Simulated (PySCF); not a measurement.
Atom-mapped SMILES (the numbers label the heavy atoms): `[BH:1]1[C@H:2]2[CH2:3][CH2:4][CH2:5][C@@H:6]1[CH2:7][CH2:8][CH2:9]2`. Each H is labelled by its parent atom. Ha(C7), Ha(C8), Ha(C9) are cis to C3 on the ring; Ha(C3), Ha(C4), Ha(C5) are cis to C7 on the ring; Hb(C7), Hb(C8), Hb(C9) are trans to C3 on the ring; Hb(C3), Hb(C4), Hb(C5) are trans to C7 on the ring.

Geometry: PBE0-D3(BJ)/def2-SVP; GIAO shifts from PySCF 2.14, gas phase, non-relativistic, averaged over equivalent atoms.

At WP04/pcSseg-1 (228 basis functions, 61 s wall time on 1 thread of an x86-64 server CPU, shared host):
```tsv
atoms	δ (ppm)
B1	84.3
C3/C5/C7/C9	35.1
C2/C6	34.4
C4/C8	27.3
H(B1)	6.88
H(C2)/H(C6)	1.82
Ha(C3)/Ha(C5)/Ha(C7)/Ha(C9)	1.53
Hb(C3)/Hb(C5)/Hb(C7)/Hb(C9)	1.46
Ha(C4)/Ha(C8)	1.40
Hb(C4)/Hb(C8)	0.78
```

Scale: ¹¹B (σref 95.72) against BF3·OEt2; ¹³C (σref 172.44) and ¹H (σref 31.56) against TMS (reference shieldings calculated alike).

Predict the values at PBE0/pcSseg-1 on the same geometry.

Results:


```
                      atoms  δ at PBE0/pcSseg-1  change
                         B1                90.2    +5.9
                C3/C5/C7/C9                34.3    -0.8
                      C2/C6                35.8    +1.4
                      C4/C8                25.0    -2.3
                      H(B1)                8.07   +1.19
                H(C2)/H(C6)                2.09   +0.27
Ha(C3)/Ha(C5)/Ha(C7)/Ha(C9)                1.62   +0.09
Hb(C3)/Hb(C5)/Hb(C7)/Hb(C9)                1.65   +0.19
              Ha(C4)/Ha(C8)                1.51   +0.11
              Hb(C4)/Hb(C8)                0.77   -0.01
```

Chemical shifts δ = σref − σ; ¹¹B (σ = 100.73 ppm) against BF3·OEt2; ¹³C (σ = 184.41 ppm), ¹H (σ = 31.27 ppm) against TMS, all at this level.

The largest change is at B1 (boron bonded to 2 C, H, in a 6-membered ring). Cost: 228 basis functions, 65 s wall time on 1 thread of an x86-64 server CPU, shared host. The order of the carbon signals changes between the two levels.

A carbon bonded to boron is broadened by the quadrupolar boron nucleus and is often missing from a measured spectrum. The carbons averaged at δ 27.3 differ by 10 ppm in this conformer.
